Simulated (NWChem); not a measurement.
System: 1,1,1,3,3-pentafluoropropane (C$_{3}$H$_{3}$F$_{5}$); SMILES FC(F)CC(F)(F)F

Parts of the log:

```
             Northwest Computational Chemistry Package (NWChem) 7.3.0
             --------------------------------------------------------

                             Geometry "geometry" -> ""
                             -------------------------

 Output coordinates in angstroms (scale by  1.889725989 to convert to a.u.)

  No.       Tag          Charge          X              Y              Z
 ---- ---------------- ---------- -------------- -------------- --------------
    1 F                    9.0000    -0.74768500    -2.51676600    -0.20164100
    2 C                    6.0000    -0.10033900    -1.40307000     0.25584200
    3 F                    9.0000     1.23944600    -1.58336800     0.07305800
    4 C                    6.0000    -0.58510100    -0.19691400    -0.53420000
    5 C                    6.0000    -0.02640300     1.12802600    -0.04911900
    6 F                    9.0000     1.30769700     1.21567000    -0.22356600
    7 F                    9.0000    -0.59808500     2.15806700    -0.71290800
    8 F                    9.0000    -0.27748500     1.30423900     1.27495900
    9 H                    1.0000    -0.29342000    -1.30423000     1.34852000
   10 H                    1.0000    -0.31323700    -0.33404500    -1.59904200
   11 H                    1.0000    -1.68857600    -0.14610600    -0.46146700

 Effective nuclear repulsion energy (a.u.)     431.7891595472

                                 NWChem DFT Module
                                 -----------------

 Summary of "ao basis" -> "ao basis" (spherical)
 ------------------------------------------------------------------------------
       Tag                 Description            Shells   Functions and Types
 ---------------- ------------------------------  ------  ---------------------
 F                          def2-svp                 6       14   3s2p1d
 C                          def2-svp                 6       14   3s2p1d
 H                          def2-svp                 3        5   2s1p

 in cosmo_initialize ...

 solvent parameters
 solvname_short: unkn
 solvname_long:  unknown
 dielec:        2.0000

          ---------------
          -cosmo- solvent
          ---------------
 Cosmo: York-Karplus, doi: 10.1021/jp992097l
 dielectric constant -eps-     =   2.00
 screen = (eps-1)/(eps    )    =   0.50000
 surface charge correction     = lagrangian

   van der Waals surface
 --------------------------

 ---------- ATOMIC COORDINATES (A.U.) ------------ VDWR(ANG.) --
     1   -1.41291978   -4.75599812   -0.38104624     1.720
     2   -0.18961322   -2.65141784    0.48347128     2.000
     3    2.34221332   -2.99213166    0.13805960     1.720
     4   -1.10568057   -0.37211350   -1.00949162     2.000
     5   -0.04989444    2.13166005   -0.09282145     2.000
     6    2.47118901    2.29728319   -0.42247848     1.720
     7   -1.13021677    4.07815529   -1.34720078     1.720
     8   -0.52437062    2.46465433    2.40932316     1.720
     9   -0.55448340   -2.46463733    2.54833329     1.300
    10   -0.59193210   -0.63125352   -3.02175122     1.300
    11   -3.19094595   -0.27610031   -0.87204618     1.300
 number of segments per atom =         32
 number of   points per atom =         32
 atom (   nspa,  nppa )
 ----------------------
    1 (     20,     0 )       0
    2 (      9,     0 )       0
    3 (     19,     0 )       0
    4 (      6,     0 )       0
    5 (      8,     0 )       0
    6 (     19,     0 )       0
    7 (     19,     0 )       0
    8 (     20,     0 )       0
    9 (     14,     0 )       0
   10 (     15,     0 )       0
   11 (     16,     0 )       0
 number of -cosmo- surface points =      165
 molecular surface =    130.312 angstrom**2
 molecular volume  =    114.892 angstrom**3
 G(cav/disp)       =      1.512 kcal/mol
 -lineq- algorithm             =   0
 -bem- low  level              =   2
 -bem- from -octahedral-
 gaussian surface charge width =   4.50000
 degree of switching           =   1.00000
 switching function tolerance  =   0.00010
 atomic radii =
 --------------
    1  9.000  1.720
    2  6.000  2.000
    3  9.000  1.720
    4  6.000  2.000
    5  6.000  2.000
    6  9.000  1.720
    7  9.000  1.720
    8  9.000  1.720
    9  1.000  1.300
   10  1.000  1.300
   11  1.000  1.300
 ...... end of -cosmo- initialization ......

            General Information
            -------------------
          SCF calculation type: DFT
          Wavefunction type:  closed shell.
          No. of atoms     :    11
          No. of electrons :    66
           Alpha electrons :    33
            Beta electrons :    33
          Charge           :     0
          Spin multiplicity:     1
          Use of symmetry is: off; symmetry adaption is: off
          Maximum number of iterations: 150
          AO basis - number of functions:   127
                     number of shells:    57
          Convergence on energy requested:  1.00D-06
          Convergence on density requested:  1.00D-05
          Convergence on gradient requested:  5.00D-04

              XC Information
              --------------
                       M05-2X Method XC Functional
                     Hartree-Fock (Exact) Exchange  0.560
                M05-2X metaGGA Exchange Functional  0.440
                      M05-2X Correlation Potential  1.000

             Grid Information
             ----------------
          Grid used for XC integration:  medium
          Radial quadrature: Mura-Knowles
          Angular quadrature: Lebedev.
          Tag              B.-S. Rad. Rad. Pts. Rad. Cut. Ang. Pts.
          ---              ---------- --------- --------- ---------
          F                   0.50       49          11.0       434
          C                   0.70       49           8.0       434
          H                   0.35       45           9.0       434
          Grid pruning is: on
          Number of quadrature shells:   527
          Spatial weights used:  Erf1

      Superposition of Atomic Density Guess
      -------------------------------------

 Sum of atomic energies:        -610.83482544

      Non-variational initial energy
      ------------------------------

 Total energy =    -613.584121
 1-e energy   =   -1709.004715
 2-e energy   =     663.631434
 HOMO         =      -0.377309
 LUMO         =       0.146047

   convergence    iter        energy       DeltaE   RMS-Dens  Diis-err
 ---------------- ----- ----------------- --------- --------- ---------
     COSMO gas phase
 d= 0,ls=0.0,diis     1   -614.5636316228 -1.05D+03  1.48D-02  2.26D+00
 d= 0,ls=0.0,diis     2   -614.5780401278 -1.44D-02  6.73D-03  2.78D+00
 d= 0,ls=0.0,diis     3   -614.8113625238 -2.33D-01  8.56D-04  2.29D-02
 d= 0,ls=0.0,diis     4   -614.8131005541 -1.74D-03  2.62D-04  2.38D-03
 d= 0,ls=0.0,diis     5   -614.8133275303 -2.27D-04  5.50D-05  6.91D-05
  Resetting Diis
 d= 0,ls=0.0,diis     6   -614.8133351576 -7.63D-06  1.93D-05  9.62D-06
 d= 0,ls=0.0,diis     7   -614.8133361451 -9.88D-07  8.64D-06  8.66D-07

   convergence    iter        energy       DeltaE   RMS-Dens  Diis-err
 ---------------- ----- ----------------- --------- --------- ---------
     COSMO solvation phase
 d= 0,ls=0.0,diis     1   -614.8172619366 -3.93D-03  4.79D-04  9.12D-04
 d= 0,ls=0.0,diis     2   -614.8174418336 -1.80D-04  9.52D-05  2.20D-04
 d= 0,ls=0.0,diis     3   -614.8174558549 -1.40D-05  4.28D-05  6.78D-05
 d= 0,ls=0.0,diis     4   -614.8174616935 -5.84D-06  1.15D-05  1.23D-06
 d= 0,ls=0.0,diis     5   -614.8174618521 -1.59D-07  2.45D-06  3.82D-08

         Total DFT energy =     -614.817461852112
      One electron energy =    -1710.030578922393
           Coulomb energy =      733.233757036444
    Exchange-Corr. energy =      -69.618592866376
 Nuclear repulsion energy =      431.789159547178

             COSMO energy =       -0.191206646964

 Numeric. integr. density =       65.999999187051

                                   COSMO solvation results
                                   -----------------------

                 gas phase energy =      -614.813336145098
                 sol phase energy =      -614.817461852112
 (electrostatic) solvation energy =         0.004125707014 (    2.59 kcal/mol)

                       DFT Final Molecular Orbital Analysis
                       ------------------------------------

 Vector   31  Occ=2.000000D+00  E=-4.913610D-01
              MO Center= -2.4D-01, -5.4D-01, -3.3D-01, r^2= 2.9D+00
   Bfn.  Coefficient  Atom+Function         Bfn.  Coefficient  Atom+Function
  ----- ------------  ---------------      ----- ------------  ---------------
    46      0.335679   4 C  px               33      0.330668   3 F  py
   123     -0.303871  11 H  s                36     -0.232798   3 F  py
   118      0.194595  10 H  s                49      0.133953   4 C  px
    48     -0.125264   4 C  pz               75     -0.125318   6 F  py
     4      0.109356   1 F  px              124     -0.109157  11 H  s

 Vector   32  Occ=2.000000D+00  E=-4.749713D-01
              MO Center= -1.9D-01,  4.0D-01, -1.4D-01, r^2= 3.1D+00
   Bfn.  Coefficient  Atom+Function         Bfn.  Coefficient  Atom+Function
  ----- ------------  ---------------      ----- ------------  ---------------
    61     -0.260337   5 C  py               47      0.257314   4 C  py
    75     -0.231601   6 F  py              103     -0.229501   8 F  py
    89     -0.217952   7 F  py               48      0.195050   4 C  pz
     5     -0.174005   1 F  py               45      0.171720   4 C  s
    78      0.160698   6 F  py              106      0.160043   8 F  py

 Vector   33  Occ=2.000000D+00  E=-4.324059D-01
              MO Center= -1.0D-01, -1.3D+00,  9.4D-02, r^2= 2.4D+00
   Bfn.  Coefficient  Atom+Function         Bfn.  Coefficient  Atom+Function
  ----- ------------  ---------------      ----- ------------  ---------------
    20      0.309617   2 C  pz               34      0.296047   3 F  pz
     6      0.291992   1 F  pz              113      0.289573   9 H  s
    47      0.239654   4 C  py               37     -0.209366   3 F  pz
     9     -0.206898   1 F  pz               48     -0.181981   4 C  pz
    45     -0.163526   4 C  s                19     -0.152846   2 C  py

 Vector   34  Occ=0.000000D+00  E= 1.182174D-01
              MO Center= -1.1D+00, -2.7D-01, -3.0D-01, r^2= 4.4D+00
   Bfn.  Coefficient  Atom+Function         Bfn.  Coefficient  Atom+Function
  ----- ------------  ---------------      ----- ------------  ---------------
    45      1.894158   4 C  s               124     -1.527182  11 H  s
   119     -0.865114  10 H  s               114     -0.653615   9 H  s
    59     -0.520973   5 C  s                49     -0.485038   4 C  px
    23      0.298625   2 C  pz               51     -0.295742   4 C  pz
    17      0.278790   2 C  s                21     -0.254908   2 C  px

 Vector   35  Occ=0.000000D+00  E= 1.340512D-01
              MO Center= -3.0D-01, -8.2D-01, -2.0D-01, r^2= 5.4D+00
   Bfn.  Coefficient  Atom+Function         Bfn.  Coefficient  Atom+Function
  ----- ------------  ---------------      ----- ------------  ---------------
   119      1.500077  10 H  s               114     -1.343808   9 H  s
    45     -1.180232   4 C  s                17      1.163550   2 C  s
    22      0.491879   2 C  py               51      0.475012   4 C  pz
    23      0.429693   2 C  pz               49     -0.412932   4 C  px
    50      0.376100   4 C  py              124     -0.294595  11 H  s

 Vector   36  Occ=0.000000D+00  E= 1.505462D-01
              MO Center= -4.3D-01, -6.3D-01,  2.5D-02, r^2= 4.6D+00
   Bfn.  Coefficient  Atom+Function         Bfn.  Coefficient  Atom+Function
  ----- ------------  ---------------      ----- ------------  ---------------
   114      1.222740   9 H  s               119      1.114590  10 H  s
    17     -0.962567   2 C  s                51      0.682594   4 C  pz
   124     -0.684843  11 H  s                23     -0.620469   2 C  pz
    22     -0.432898   2 C  py               49     -0.353005   4 C  px
     3     -0.284871   1 F  s                63     -0.260307   5 C  px

     Multipole analysis of the density
     ---------------------------------

     L   x y z        total         alpha         beta         nuclear
     -   - - -        -----         -----         ----         -------
     0   0 0 0     -0.000000    -33.000000    -33.000000     66.000000

     1   1 0 0     -0.721659     -2.013112     -2.013112      3.304566
     1   0 1 0     -0.065692     -0.585070     -0.585070      1.104448
     1   0 0 1     -0.036506      0.726047      0.726047     -1.488600

     2   2 0 0    -32.610207    -93.644464    -93.644464    154.678720
     2   1 1 0      0.434290     -1.208750     -1.208750      2.851789
     2   1 0 1      0.038058     -4.993937     -4.993937     10.025933
     2   0 2 0    -37.442582   -325.134127   -325.134127    612.825672
     2   0 1 1     -1.080897      0.911095      0.911095     -2.903087
     2   0 0 2    -30.202893    -62.909869    -62.909869     95.616844
```

Level: M05-2X/def2-SVP, COSMO on the gas-phase geometry. The geometry was optimised at PBE-D3(BJ)/def2-SVP. COSMO prints the solvation energy as gas minus solution, so a positive value is a stabilisation.

Task: Reconstruct the input file.

Result: Several could match; the one computed here: the input that was run:
```
start job
memory heap 200 mb stack 900 mb global 1100 mb
geometry units angstroms noautosym nocenter noautoz
  F     -0.747685    -2.516766    -0.201641
  C     -0.100339    -1.403070     0.255842
  F      1.239446    -1.583368     0.073058
  C     -0.585101    -0.196914    -0.534200
  C     -0.026403     1.128026    -0.049119
  F      1.307697     1.215670    -0.223566
  F     -0.598085     2.158067    -0.712908
  F     -0.277485     1.304239     1.274959
  H     -0.293420    -1.304230     1.348520
  H     -0.313237    -0.334045    -1.599042
  H     -1.688576    -0.146106    -0.461467
end
basis spherical
  F library def2-svp
  C library def2-svp
  H library def2-svp
end
dft
  xc m05-2x
  iterations 150
end
cosmo
  dielec 2.0
end
task dft energy
```
